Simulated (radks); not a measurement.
Values are calculated unless marked as measured or tabulated.
Task: Numerical settings for the zinc ion Zn24+, [He] 2s2 2p2. Level of theory: scalar-relativistic Kohn-Sham, r2SCAN, spin-polarised, spherical densities, finite nucleus; open shells are filled with parallel spins first; meta-GGA in the generalised Kohn-Sham scheme; Fermi nuclear charge, rms radius 3.9283 fm (a radial shooting solver on a logarithmic mesh with Libxc functionals). The defaults (mesh step 0.008 in ln r, mesh end at 40 bohr or more with all orbitals vanishing there, Anderson mixing 0.5 over 9 steps, residual threshold near 1e-9 with the energy settled to 1e-9 hartree or 1e-11 of itself, here a cap of 74 iterations) give E = -1269.809 hartree and 2p at -2299.0 eV in 11 iterations. Run on one thread of a shared host, so times are rough (Arm Neoverse V1): 0.07 s of CPU time, 0.07 s wall, 11 iterations on 2189 mesh points. One setting is changed at a time: mesh step in ln r 0.003; mesh step in ln r 0.012; mesh step in ln r 0.005; mesh end (bohr) 400; mesh end (bohr) 1; residual threshold 1e-16; residual threshold 0.001; mixing 0.05; linear mixing, mixing 0.8; linear mixing, mixing 1; mixing history 20; iteration cap 2. Which runs fail to converge, and which converge to a wrong energy?

Result: Not converged within the cap: residual threshold 1e-16; linear mixing, mixing 0.8; linear mixing, mixing 1; iteration cap 2. No run marked as converged misses the energy by more than 1 mhartree.
